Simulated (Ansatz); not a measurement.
A CCSD(T) single point on BClH$_{6}$OSi$_{2}$, SMILES `BO[SiH]([SiH3])Cl`.

```yaml
crystal:
  periodic: [false, false, false]
  atoms:
    - {symbol: B, position_ang: [-1.946479, 1.483685, 0.206588]}
    - {symbol: O, position_ang: [-0.751886, 0.906955, 0.467217]}
    - {symbol: Si, position_ang: [0.383198, 0.262643, -0.548325]}
    - {symbol: Si, position_ang: [1.267322, -1.662236, 0.436366]}
    - {symbol: Cl, position_ang: [1.891023, 1.639472, -0.774256]}
    - {symbol: H, position_ang: [-2.589256, 1.884507, 1.133669]}
    - {symbol: H, position_ang: [-2.332785, 1.572878, -0.928934]}
    - {symbol: H, position_ang: [-0.222986, 0.059694, -1.888200]}
    - {symbol: H, position_ang: [0.185130, -2.659507, 0.650521]}
    - {symbol: H, position_ang: [1.888605, -1.308034, 1.737806]}
    - {symbol: H, position_ang: [2.293413, -2.237060, -0.471952]}
basis:
  gaussian: {orbitals: def2-TZVPP}
correlation: {method: ccsd_t}
```

```sh
$ ansatz run in.yaml --threads 4 --pin off --events-out ev --progress --plain --max-ram 10444MiB
```

Output of Ansatz, abridged:

```
Functional definition: HF
1586 factors; integrals over basis functions are off by at most 9.2e-4 eV
mean field evaluation 1: about -31033.9963 eV, gradient 3.7e1 eV
mean field evaluation 2: about -31034.2944 eV, gradient 3.8e1 eV
mean field evaluation 4: about -31037.7033 eV, gradient 4.1e0 eV
mean field evaluation 8: about -31037.7825 eV, gradient 2.6e-1 eV
mean field evaluation 16: about -31037.7829 eV, gradient 1.9e-6 eV
mean field -31037.78291273 eV, -1140.6174838780 hartree, gradient 1.9e-6 eV, S^2 0.000000; 0 other end points of the search recorded, 0 dependent functions left out
17 core orbitals not correlated: weight in the atoms' cores, before any rotation towards them, 1.000 or more for the frozen orbitals, at most 0.000 for the correlated occupied ones
reference -31037.78291273 eV, -1140.6174838780 hartree; 15, 15 occupied and 240, 240 virtual orbitals, 1586 factors
second order -20.84617393 eV of doubles, -0.00000000 eV of singles
cycle   1  -21.87780575 eV  change    -1.0e0 eV  update   1.1e-1
cycle   2  -22.47631571 eV  change   -6.0e-1 eV  update   3.2e-2
cycle   3  -22.60053419 eV  change   -1.2e-1 eV  update   1.7e-2
cycle   4  -22.58625927 eV  change    1.4e-2 eV  update   4.4e-3
cycle   5  -22.58508080 eV  change    1.2e-3 eV  update   1.9e-3
cycle   6  -22.58538635 eV  change   -3.1e-4 eV  update   5.5e-4
cycle   7  -22.58513937 eV  change    2.5e-4 eV  update   1.8e-4
cycle   8  -22.58519566 eV  change   -5.6e-5 eV  update   6.5e-5
cycle   9  -22.58523271 eV  change   -3.7e-5 eV  update   2.2e-5
perturbative correction -0.85040666 eV, -0.0312518683 hartree
Total energy: -31061.21855210 eV, -1141.4787277396 hartree
```

It took 3.3 min on 4 threads of an Arm Neoverse V1 on a shared host, with 6.6 GiB of host memory at the peak.

MP2 recovers 89.0 % of the CCSD(T) correlation energy and the triples give 3.6 %; T1 = 0.0127.
